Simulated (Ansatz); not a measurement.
`CB[TeH]` + `NCF` → `NCB[TeH]` + `CF`  (formal exchange of groups at a B–C bond)

Program: Ansatz. Geometries: PBE0-D4/def2-TZVP. ΔE: electronic, gas phase. CBS: MP2 limit from def2 TZ/QZ plus the TZ coupled-cluster correction, frozen cores. This one scheme is used for every species. Functionals use def2-TZVPP. def2 core potentials past Kr. For Te outer-core shells are correlated without core-valence functions, which leaves a few kJ/mol of doubt a bond. One conformer a species, not always the lowest.

```tsv
level	ΔE (kJ/mol)
ωB97X-V	66.1
PBE	70.2
HF/def2-TZVPP	63.8
CCSD/def2-TZVPP	63.2
```

(1) What does CCSD(T)/CBS give? (An estimate is asked.)

Largest T1 diagnostic among the species: 0.013.

Results:

(1) Computed: +62.9 kJ/mol. The listed levels differ from it by 3.2, 7.3, 0.9, 0.3 kJ/mol.
